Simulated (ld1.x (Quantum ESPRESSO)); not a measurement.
Configuration tests for arsenic (TM)

```json
{"Element": "As", "Generator": "ld1.x (Quantum ESPRESSO) 7.5", "Type": "norm-conserving Troullier–Martins (Kleinman–Bylander form)", "Functional": "LDA (PZ)", "Relativity": "scalar-relativistic", "Frozen core": "[Ar]", "Valence charge": "15", "Reference configuration": "3d10 4s2 4p3", "Partial waves": "4s (bound): rc 1.45 bohr; 4p (bound): rc 1.40 bohr; 3d (bound): rc 0.95 bohr", "Local potential": "the d channel", "Core correction": "Bessel-smoothed model core inside 0.50 bohr"}
```

Energies are relative to the spin-unpolarised reference configuration 3d10 4s2 4p3; without spin polarisation the order of configurations can differ from experiment. Spin-polarised rows fill each open shell by Hund’s rule, majority spin first.

```csv
valence configuration,charge,ΔE all-electron (eV),error AE − PS (meV)
3d10 4s2 4p2,+1,9.325,+0.4
3d10 4s2 4p0,+3,55.528,+12
3d10 4s2 4p3.3,-0.3,-1.278,+0.2
3d10 4s1 4p4,0,9.483,-0.4
3d10 4s1 4p0,+4,106.641,+8.2
3d9 4s2 4p3,+1,51.093,-430
3d10 4s2 4p3 (spin-polarised),0,-1.324,+3.5
3d10 4s2 4p2 (spin-polarised),+1,8.597,+2.0
```

(1) What are ΔE and the potential's error for 3d10 4s2 4p1?

Note: ghost states, extra bound levels that the all-electron valence spectrum of the same l lacks: s at -579.9 eV, p at -193.0 eV. A true bound ghost makes a file unfit for plane-wave use.

Results:

(1) ΔE = 27.488 eV all-electron; the error (AE − PS) is +4.8 meV.
